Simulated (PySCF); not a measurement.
Al(Me)(OMe)(SH) (C₂H₇AlOS), SMILES C[O][Al]([CH3])[SH].

Geometry: TPSSh-D3(BJ)/def2-SVP. The structure was generated by enumeration; whether it is a known compound was not checked. The values are those of a single conformer.

Method: C-PCM-ωB97X/def2-SVP in PySCF.

The values are the electrostatic part of the solvation free energy, E(continuum) − E(gas) at the gas-phase geometry, in a cavity of scaled van der Waals radii (PySCF's table); cavitation and dispersion terms are not included. A continuum can't describe solvent molecules that bind to the metal. In vacuum the orbital gap is 11.74 eV. The dipole moment in vacuum is 1.00 D.

| solvent | ε | ΔG(elec) (kcal/mol) | dipole (D) | gap (eV) |
|---|---|---|---|---|
| water | 78.36 | -5.8 | 1.36 | 12.12 |
| acetonitrile | 35.69 | -5.7 | 1.35 | 12.11 |
| ethylethanoate | 5.99 | -4.8 | 1.29 | 12.05 |
